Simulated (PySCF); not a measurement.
Job file and geometry (Å, from GFN2-xTB) of an NMR shielding run on F3Si(SH) (F[Si](F)(F)S, F3HSSi), PySCF, GIAO PBE0/pcSseg-1 NMR shielding, non-relativistic, gas phase; density fitting, a coarse starting grid and PySCF grid level 2 are the driver's defaults:

```
{"job": {"kind": "nmr", "xc": "PBE0", "basis": "pcSseg-1"}, "charge": 0, "multiplicity": 1}
F     -1.037887     0.587462     1.229356
Si    -0.450187    -0.013846    -0.112079
F     -0.482705     1.207231    -1.119211
F     -1.520080    -1.045021    -0.635286
S      1.435753    -0.913816     0.093061
H      2.058229     0.179980     0.522584
```

Task: Write the output of this run.

Result: 
```
coarse grid: 7128 points
cycle   1  E = -987.2761292546  dE =  5.578e-01  |g| = 8.483e-01  |ddm| = 2.430e+00
cycle   2  E = -987.1700610549  dE =  1.061e-01  |g| = 1.234e+00  |ddm| = 1.189e+00
cycle   3  E = -987.3919479028  dE = -2.219e-01  |g| = 4.459e-02  |ddm| = 6.761e-01
cycle   4  E = -987.3923613835  dE = -4.135e-04  |g| = 2.115e-02  |ddm| = 6.888e-02
cycle   5  E = -987.3924626272  dE = -1.012e-04  |g| = 2.541e-03  |ddm| = 2.348e-02
cycle   6  E = -987.3924638465  dE = -1.219e-06  |g| = 7.891e-04  |ddm| = 3.217e-03
final grid: 63856 points
cycle   7  E = -987.4397009270  dE = -2.639e-05  |g| = 3.009e-03  |ddm| = 1.251e-02
cycle   8  E = -987.4397011140  dE = -1.870e-07  |g| = 2.695e-03  |ddm| = 5.757e-03
cycle   9  E = -987.4397026256  dE = -1.512e-06  |g| = 4.116e-04  |ddm| = 2.957e-03
cycle  10  E = -987.4397026502  dE = -2.461e-08  |g| = 1.024e-04  |ddm| = 2.500e-04
cycle  11  E = -987.4397026516  dE = -1.445e-09  |g| = 2.916e-05  |ddm| = 8.715e-05
cycle  12  E = -987.4397026518  dE = -1.685e-10  |g| = 6.819e-06  |ddm| = 2.794e-05
converged SCF energy = -987.4397026518

GIAO shielding tensors (ppm)
atom      isotropic    diamagn.    paramagn.     s11        s22        s33       span
  0 F      299.320     469.146    -169.826    250.490    259.662    387.808    137.318
  1 Si     400.068     877.397    -477.328    361.096    390.055    449.054     87.958
  2 F      299.205     469.148    -169.943    250.289    259.605    387.721    137.432
  3 F      312.040     467.895    -155.855    266.309    273.607    396.204    129.895
  4 S      738.739    1057.534    -318.795    652.703    692.520    870.994    218.291
  5 H       30.595      30.167       0.427     22.824     26.657     42.304     19.480
```

Task: Turn these shieldings into chemical shifts. References, each an isolated molecule treated in the same way: $^{19}$F (σ = 170.95 ppm) against CFCl3; $^{29}$Si (σ = 349.16 ppm) and $^{1}$H (σ = 31.72 ppm) against TMS; $^{33}$S (σ = 503.73 ppm) against CS2.

Result: Averaging equivalent atoms: F 0/2/3: -132.6; Si 1: -50.9; S 4: -235; H 5: 1.12 ppm. Unscaled 19F shifts against computed CFCl3 carry errors that often reach 10 to 50 ppm.

Size and cost of the density-fitted run: 104 basis functions, 5.1 s wall time on 1 thread of an Arm Neoverse V2, shared host.
